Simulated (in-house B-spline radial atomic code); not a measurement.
Radial electron density of Pt2+, [Xe] 4f14 (5d3/2)4 (5d5/2)4. Method: Dirac-Hartree-Fock, average of the jj configuration, Fermi nucleus of rms radius 5.427 fm. Calculated with a B-spline radial code for spherical atoms.

Columns: r (bohr), 4πr²n(r) (electrons per bohr), bar.

```
0.000485    3.265 #
0.000599    4.556 #
0.000741    6.339 ##
0.000916    8.759 ###
 0.00113    11.98 ####
  0.0014    16.35 #####
 0.00173    22.01 #######
 0.00214    29.31 #########
 0.00264     38.3 ############
 0.00327    49.36 ###############
 0.00404       62 ###################
   0.005    75.84 #######################
 0.00618    89.55 ###########################
 0.00764    101.5 ###############################
 0.00945    109.8 #################################
  0.0117    112.6 ##################################
  0.0144    109.8 #################################
  0.0178    103.8 ################################
  0.0221    99.45 ##############################
  0.0273      103 ###############################
  0.0337    116.4 ###################################
  0.0417    134.4 #########################################
  0.0516    144.6 ############################################
  0.0637    137.7 ##########################################
  0.0788    120.5 #####################################
  0.0974    113.2 ##################################
    0.12    124.6 ######################################
   0.149    134.6 #########################################
   0.184    116.6 ###################################
   0.228     83.5 #########################
   0.281    72.88 ######################
   0.348    84.33 ##########################
    0.43    83.09 #########################
   0.532    59.01 ##################
   0.657    34.68 ###########
   0.813    23.37 #######
       1    19.14 ######
    1.24    14.22 ####
    1.54     8.53 ###
     1.9    4.276 #
    2.35    1.756 #
     2.9   0.5748 
    3.59   0.1325 
    4.44  0.01961 
    5.49 0.001631
```

On this grid the curve has 4 maxima, near 0.0117, 0.0516, 0.149, 0.348 bohr.

The 5d3/2 radial function P(r) = rR(r), positive near the nucleus, with its small component Q(r) (sign convention: Q ≈ (P' + κP/r)/2c):

```csv
r (bohr),P,Q
0.00618,0.001277,0.002544
0.00945,0.003635,0.005191
0.0144,0.01014,0.009994
0.0221,0.02758,0.01792
0.0337,0.06804,0.02806
0.0516,0.1468,0.03601
0.0788,0.2487,0.0322
0.12,0.2711,0.01086
0.184,0.046,-0.01506
0.281,-0.3384,-0.01798
0.43,-0.3465,0.0008917
0.657,0.2532,0.01245
1,0.8294,0.008764
1.54,0.8156,0.002263
2.35,0.4317,-0.0001339
3.59,0.1189,-0.0002428
5.49,0.01244,-3.996e-05
```
